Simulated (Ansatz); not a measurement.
`C[O][Ge]([F])([Cl])[SeH]`. Total charge 0; spin multiplicity 1. Correlated methods include outer-core shells of Ge, Se, which these sets cover unevenly. Scalar relativity is left out up to krypton.

Cartesian coordinates in Å:
```
C -1.342 0.389 0.975
O -0.405 1.109 0.187
Ge 0.939 0.271 -0.550
F 1.897 -0.468 0.686
Cl 2.123 1.787 -1.432
Se 0.267 -1.435 -1.985
H -1.732 -0.487 0.447
H -0.898 0.065 1.920
H -2.169 1.067 1.186
H 1.320 -2.299 -1.433
```

Give the diagnostics of a CCSD(T)/def2-TZVPP run (frozen core, the Gaussian-basis code of Ansatz). (An estimate is asked.)

Computed: T1 = 0.0110, largest single amplitude 0.021, largest double 0.038, (T) share of the correlation energy 3.7 %, 9 CCSD cycles. The RHF solution is stable towards an unrestricted one. T1 lies under the customary mark of 0.02 for closed shells.
